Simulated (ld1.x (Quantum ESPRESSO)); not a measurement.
# PBEsol PAW dataset for Be (Z = 4), scalar-relativistic all-electron reference.

Input for ld1.x (Quantum ESPRESSO) 7.5:

```
&input
   title='Be', zed=4., rel=1, dft='PBESOL', iswitch=3,
   config='[He] 2s2 2p0 3d-2',
   nld=3, rlderiv=4.00, eminld=-10.0, emaxld=5.0, deld=0.04
 /
 &inputp
   pseudotype=3, lpaw=.true., tm=.true., lloc=-1, rcloc=2.45,
   nlcc=.false.,
   which_augfun='PSQ', rmatch_augfun_nc=.true.,
   file_pseudopw='Be.UPF', file_wfcaegen='ae.wfc', file_wfcncgen='nc.wfc', file_beta='beta', file_chi='chi', file_wfcusgen='us.wfc'
 /
5
1S  1  0   2.00   0.00  0.65  0.75  0.0
2S  2  0   2.00   0.00  0.65  0.75  0.0
2P  2  1   0.00   0.00  2.65  3.70  0.0
2P  2  1   0.00   1.75  2.65  3.70  0.0
3D  3  2  -2.00   0.40  2.25  2.95  0.0
 &test
   configts(1)='1s2 2s2 2p0'
 /
```

Command:

```bash
ld1.x < Be.in > Be.out
```

The program printed (shortened: banner, matrices, multipoles, cross overlaps and the repeated all-electron block are left out):

```
Program LD1 v.7.5

     !!!!!!!!!!!!!!!!!!! WARNING !!!!!!!!!!!!!!!!!!!!!!!
     Message from routine ld1_readin:
     US requires at least two energies per channel 3D
     !!!!!!!!!!!!!!!!!!!!!!!!!!!!!!!!!!!!!!!!!!!!!!!!!!!
     --------------------------- All-electron run ----------------------------

     Be
     scalar relativistic calculation

     atomic number is  4.00
     dft =PBESOL   lsd =0 sic =0 latt =0  beta=0.20 tr2=1.0E-14
     Exchange-correlation= PBESOL
                           (   1   4  10   8   0   0   0)
     mesh =1041 r(mesh) = 100.85720 a.u. xmin = -7.00 dx = 0.01250
     1 Ry =  13.60569312 eV, c = 137.03599908

     n l     nl                  e(Ry)          e(Ha)          e(eV)
     1 0     1S 1( 2.00)        -7.7507        -3.8754      -105.4541
     2 0     2S 1( 2.00)        -0.4074        -0.2037        -5.5432
     2 1     2P 1( 0.00)        -0.1447        -0.0723        -1.9683

     final scf error:  1.3E-15 reached in  21 iterations

     Etot =     -29.070470 Ry,     -14.535235 Ha,    -395.523897 eV

     Ekin =      28.910303 Ry,      14.455152 Ha,     393.344715 eV
     Encl =     -67.039560 Ry,     -33.519780 Ha,    -912.119683 eV
     Eh   =      14.283620 Ry,       7.141810 Ha,     194.338551 eV
     Exc  =      -5.224833 Ry,      -2.612417 Ha,     -71.087479 eV

     normalization and overlap integrals

     s(1S/1S) =  1.000000  <r> =   0.4221  <r2> =    0.2430  r(max) =   0.2661
     s(2S/2S) =  1.000000  <r> =   2.6150  <r2> =    8.2082  r(max) =   2.0415
     s(2P/2P) =  1.000000  <r> =   3.2244  <r2> =   13.2688  r(max) =   2.3134

     ------------------------ End of All-electron run ------------------------

     --------------------- Generating PAW atomic setup --------------------

      Generating local potential from pseudized AE potential:
      Matching radius rcloc =   2.4500

      Local pseudo, rcloc= 2.432 Estimated cut-off energy=     3.99 Ry

      Computing core charge for PAW:
      Integrated core pseudo-charge :   0.00
      Wfc-us  1S rcutus= 0.751  Estimated cut-off energy=    89.28 Ry
      Wfc-us  2S rcutus= 0.751  Estimated cut-off energy=   188.13 Ry
      Wfc-us  2P rcutus= 3.720  Estimated cut-off energy=     5.67 Ry
      Wfc-us  2P rcutus= 3.720  Estimated cut-off energy=     6.68 Ry
      Wfc-us  3D rcutus= 2.970  Estimated cut-off energy=    11.96 Ry

     Required augmentation: PSQ   radius:    3.700000

     Q pseudized with Bessel functions
     Expected ecutrho=     826.3224 due to l1=  0   l2=  2

     Estimated PAW energy =  -29.070471 Ryd

     ------------------- End of pseudopotential generation -------------------

     Computing logarithmic derivative in   3.98475

       Warning: n=1, l=0 expected 0 nodes, found 1
       Setting wfc to zero for this iteration
       (This warning will only be printed once per wavefunction)

     Computing logarithmic derivative in   3.98475
     Computing the partial wave expansion
     R is outside the sphere for l=    0 j= 0.00
     R is outside the sphere for l=    0 j= 0.00
     R is outside the sphere for l=    1 j= 0.00
     R is outside the sphere for l=    1 j= 0.00
     R is outside the sphere for l=    2 j= 0.00

     ---------------------- Testing the pseudopotential ----------------------

     Be
     scalar relativistic calculation

     atomic number is  4.00   valence charge is  4.00
     dft = SLA  PW   PSX  PSC   lsd =0 sic =0 latt =0  beta=0.20 tr2=1.0E-14
     mesh =1041 r(mesh) = 100.85720 xmin = -7.00 dx = 0.01250

     n l     nl             e AE (Ry)        e PS (Ry)    De AE-PS (Ry)
     1 0     1S   1( 2.00)       -7.75073       -7.75066       -0.00007
     2 0     2S   1( 2.00)       -0.40742       -0.40742       -0.00000
     2 1     2P   1( 0.00)       -0.14467       -0.14467       -0.00000

     eps = 7.7E-15  iter =  4

     Etot =     -29.070470 Ry,     -14.535235 Ha,    -395.523897 eV
     Etotps =   -29.070473 Ry,     -14.535236 Ha,    -395.523933 eV

     Ekin =      28.910953 Ry,      14.455476 Ha,     393.353551 eV
     Encl =     -67.040317 Ry,     -33.520158 Ha,    -912.129975 eV
     Ehrt =      14.283787 Ry,       7.141893 Ha,     194.340817 eV
     Ecxc =      -5.224896 Ry,      -2.612448 Ha,     -71.088325 eV

     ---------------------- End of pseudopotential test ----------------------
```

Generation and configuration tests took about 1.4 s on one core of a shared server CPU.
